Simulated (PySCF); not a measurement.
A species of formula C7H14OSi has this rotational fingerprint, computed with PBE0/pcSseg-1 in PySCF (dipole) on a GFN2-xTB geometry, gas phase:

- Rotational constants: A = 8517, B = 355.8, C = 346.6 MHz
- Dipole components: |μa| = 0.71 D, |μb| = 0.54 D, |μc| = 0.00 D
- Inertial defect: -21.42 u·Å²
- κ: -1.00

**Question.** Which candidate fits, each taken in the one conformer that was computed?
A. `[CH2:1]=[CH:2]/[C:3](=[CH:4]\[CH2:5][O:6][SiH3:7])[CH2:8][CH3:9]` with C1–C2–C3–C4 177°, C3–C4–C5–O6 -177°, C4–C5–O6–Si7 175°, C2–C3–C8–C9 83°
B. `[CH2:1]=[C:2]1[CH2:3][CH2:4][CH2:5][CH2:6][C@@H:7]1[O:8][SiH3:9]` with C6–C7–O8–Si9 177°, C1–C2–C3–C4 123°, C2–C3–C4–C5 57°, C3–C4–C5–C6 -58°, C4–C5–C6–C7 58°
C. `[CH2:1]=[C:2]([CH3:3])[CH2:4][C@@H:5]1[SiH2:6][C@@H:7]1[O:8][CH3:9]` with C1–C2–C4–C5 101°, C2–C4–C5–Si6 -74°, Si6–C7–O8–C9 -163°
D. `[CH3:1][CH2:2][C@@:3]1([SiH3:4])[CH2:5][C@H:6]1[C:7]([CH3:8])=[O:9]` with C1–C2–C3–Si4 61°, C5–C6–C7–C8 -163°
E. `[CH3:1][C:2]#[C:3][CH2:4][SiH2:5][O:6][CH2:7][CH2:8][CH3:9]` with C3–C4–Si5–O6 180°, C4–Si5–O6–C7 180°, Si5–O6–C7–C8 180°, O6–C7–C8–C9 180°
F. `[CH2:1]=[C:2]([CH3:3])[C@@H:4]1[CH2:5][SiH2:6][C@@H:7]1[O:8][CH3:9]` with C1–C2–C4–C5 -124°, Si6–C7–O8–C9 178°, C2–C4–C5–Si6 -107°, C4–C5–Si6–C7 -11°, C5–Si6–C7–O8 134°, C2–C4–C7–Si6 106°

**Answer.** E. It is CC#CC[SiH2]OCCC, a near-prolate asymmetric top, point group Cs. The candidates at the same level (rigid rotor, commonest isotopes):

```csv
SMILES,A (MHz),B (MHz),C (MHz),μa (D),μb (D),μc (D),Δ (u·Å²),point group,rotor
CC[C@@]1([SiH3])C[C@H]1C(C)=O,1921,966.5,867.8,1.11,1.20,1.44,-203.69,C1,asymmetric top
C=C(C)[C@@H]1C[SiH2][C@@H]1OC,1644,1295,932.1,0.04,0.06,0.90,-155.44,C1,asymmetric top
C=C/C(=C\CO[SiH3])CC,2905,505.3,450.4,0.37,0.77,0.30,-52.16,C1,near-prolate asymmetric top
C=C(C)C[C@@H]1[SiH2][C@@H]1OC,1982,849.6,715.1,0.10,0.60,1.33,-143.11,C1,asymmetric top
CC#CC[SiH2]OCCC,8517,355.8,346.6,0.71,0.54,0.00,-21.42,Cs,near-prolate asymmetric top
C=C1CCCC[C@@H]1O[SiH3],1968,1079,904.7,0.62,0.55,0.23,-166.65,C1,asymmetric top
```

`C=C(C)C[C@@H]1[SiH2][C@@H]1OC` has B 139 % too high; `C=C/C(=C\CO[SiH3])CC` has A 66 % too low; `C=C1CCCC[C@@H]1O[SiH3]` has B 203 % too high; `C=C(C)[C@@H]1C[SiH2][C@@H]1OC` has B 264 % too high; `CC[C@@]1([SiH3])C[C@H]1C(C)=O` has B 172 % too high. In the right answer the mirror of this Cs structure is the ab plane, so μc vanishes by symmetry. No structure here is proved a minimum.
